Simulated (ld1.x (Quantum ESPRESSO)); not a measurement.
Cutoff test, phosphorus, RRKJ

ld1.x (Quantum ESPRESSO) 7.5 input, shortened:

```
&input
   title='P', zed=15., rel=1, dft='PBESOL', iswitch=3,
   config='[Ne] 3s2 3p2 3d-2'
 /
 &inputp
   pseudotype=2, tm=.false., rho0=0.005, lloc=-1, rcloc=1.70,
   nlcc=.true., new_core_ps=.true., rcore=0.80
 /
3
3S  1  0   2.00   0.00  1.75  1.75  0.0
3P  2  1   2.00   0.00  1.25  1.25  0.0
3D  3  2  -2.00  -0.10  1.80  1.80  0.0
 &test
   configts(1)='3s2 3p2'
 /
```

The pseudo-atom Hamiltonian at the reference potential is diagonalised in spherical Bessel functions j_l(qr) that vanish at 20 bohr, with q² up to the cutoff. All-electron valence levels (Ry): 3s -1.7072, 3p -1.0422.

Question: How do the lowest levels (Ry) of each channel move with the cutoff, and are there ghosts?

Answer:

```csv
cutoff (Ry),s #1,s #2,p #1,d #1,d #2,f #1,Σ f·Δε (mRy)
8,-1.6050,-0.3400,-0.9913,-0.2486,-0.0838,-0.0496,306.6
12,-1.6675,-0.3496,-0.9925,-0.2610,-0.0873,-0.0496,179.3
21,-1.7042,-0.3554,-0.9929,-0.2747,-0.0908,-0.0496,105.1
30,-1.7054,-0.3555,-0.9975,-0.2787,-0.0918,-0.0496,93.5
45,-1.7067,-0.3558,-1.0211,-0.2796,-0.0920,-0.0496,43.6
55,-1.7072,-0.3559,-1.0323,-0.2796,-0.0920,-0.0496,20.2
80,-1.7073,-0.3559,-1.0420,-0.2796,-0.0920,-0.0496,0.7
100,-1.7073,-0.3559,-1.0422,-0.2796,-0.0920,-0.0496,0.2
400,-1.7073,-0.3559,-1.0423,-0.2796,-0.0920,-0.0496,0.0
```

Result: no extra level below or beside the all-electron valence levels (s, p, d, f tested); 10 mRy is reached at 70 Ry and 1 mRy at 80 Ry.
